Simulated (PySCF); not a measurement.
An unknown shows these calculated signals:

$^{1}$H NMR (500 MHz, computed): δ 8.11 (m, 1H), 6.57 (m, 1H), 6.47 (m, 1H), 6.20 (m, 1H), 4.83 (m, 1H), 4.12 (m, 1H), 1.05 (m, 2H), 0.52 (m, 3H).

$^{13}$C{$^{1}$H} NMR (computed): δ 167.1 (CH), 143.9 (CH2), 140.1 (CH), 5.1 (CH3).

Level of theory: coordinates at the GFN2-xTB level, PBE0/pcSseg-1 with gauge-including orbitals, in PySCF 2.14 (no relativistic terms, a single conformation, in vacuum, rapidly exchanging positions averaged).

δ = σ(ref) − σ, references computed at the same level: TMS for $^{1}$H (31.72 ppm), $^{13}$C (186.93 ppm).

**Question.** Which of these does the molecule contain: an ester, a vinyl group CH=CH2, a non-aromatic C=C double bond, a Si–H bond, an NH or NH2 group, a benzene ring?

**Answer.** 
- An ester: no.
- A vinyl group CH=CH2: yes (δC 143.9, 140.1; δH 6.20 (m), 6.47 (m), 6.57 (m)).
- A non-aromatic C=C double bond: yes.
- A Si–H bond: yes (δH 4.83 (m), 4.12 (m)).
- An NH or NH2 group: no.
- A benzene ring: no.

The data belong to SMILES C(O[Si@]([SiH2]C=C)(C)P)=O, C4H11O2PSi2; they needn't prove each group on their own.

Carbon signals by region: 1 in the far downfield region (above 160 ppm), 2 in the sp2 and nitrile region (100–160 ppm), 1 below 50 ppm. Above 160 ppm: 167.1, carbonyl carbon.

Splittings by $^{31}$P in the carbon and heteronuclear signals aren't shown, as no couplings were computed. Shifts are as computed. Against solution values, carbons near 30 ppm lie about +3 ppm off and those near 130 ppm about +5 ppm. Of 1211 compounds with measured shifts, 218 miss one by over three times the rms of a fit or turn the order of signals round; such compounds aren't used in these exercises. Multiplicities follow the n + 1 count of equivalent neighbours, as no J values were calculated; m marks all less simple cases, F and P coupling included.
